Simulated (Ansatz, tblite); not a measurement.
Cost and result up the ladder for B8N8 (16 atoms). The state is a singlet with charge 0. Geometry: r2SCAN-D4/def2-SVP.

```xyz
16

B    -2.031    1.476   -0.239
N    -1.706    1.874   -1.428
N    -1.547    0.735    0.868
B    -0.969   -0.516    0.170
B    -0.439    1.208   -1.208
N    -0.412   -0.319   -1.158
N    -0.280   -1.580    1.055
B     0.154   -2.516    0.082
B     0.857   -1.159   -1.018
N     0.744   -2.602   -1.067
B    -0.147    1.319    1.009
N     0.553    1.803   -0.237
N     0.953    0.660    1.720
B     0.957   -0.700    1.171
B     1.488    0.841    0.328
N     1.826   -0.524   -0.049
```

Ansatz on 2 threads of AMD EPYC 7R13 on a shared host and a share (18 GiB) of an NVIDIA H100 80GB HBM3; xTB runs through tblite on one thread. Times are rough, summed over both states, and most runs start from the orbitals of an earlier one. PBE0-D4/def2-TZVP serves as the yardstick here, not as an exact answer. The other state is a triplet.

The xTB rows come from tblite. Single mean-field runs in def2-TZVP are fitted with def2-universal-jkfit.

xTB has no spin-polarisation term.

```
                          level  functions  wall time  vertical triplet (eV)  difference from PBE0-D4/def2-TZVP (eV)
                       GFN1-xTB         64    0.045 s                   2.47                                   -0.75
                       GFN2-xTB         64    0.047 s                   2.48                                   -0.73
PBE0-D4/def2-TZVP (with forces)        496       10 s                   3.21                                    0.00
 PBE-D4/def2-TZVP (with forces)        496       13 s                   2.75                                   -0.46
```
